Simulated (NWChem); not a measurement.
# Lowest excitation of I$_{2}$Zn

SMILES: [I][Zn][I]
```xyz
3

Zn     0.0000     0.0000     0.0000
I      0.0000     0.0000    -2.4347
I      0.0000     0.0000     2.4347
```
Charge 0, spin multiplicity 1.

Program: NWChem. The geometry was optimised at PBE/def2-SVP with def2 effective core potentials on I, a minimum by its harmonic frequencies.

Basis set: def2-SVP.

```csv
method,lowest vertical singlet excitation energy (eV),relative cost,difference from EOM-CCSD
CIS,5.93,1,+0.63
TD-PBE,4.02,under 3,-1.28
TD-B3LYP,4.31,under 3,-0.99
TDA-CAM-B3LYP,4.76,under 3,-0.55
EOM-CCSD,5.30,50,0.00
```

The values span 1.91 eV, from TD-PBE (lowest) to CIS (highest). Relative cost: rough, from shared machines, SCF included, CIS = 1.

Effective core potentials replace the inner electrons of I; spin-orbit coupling is left out. The correlated methods keep 17 core orbitals frozen. B3LYP has NWChem's definition, with VWN1-RPA local correlation. GW and range-separated runs recompute their integrals, the others keep them in memory, which bears on the times. The structure started from a generated list of species. No row is a measurement; the coupled-cluster row has its own basis-set and correlation limits.
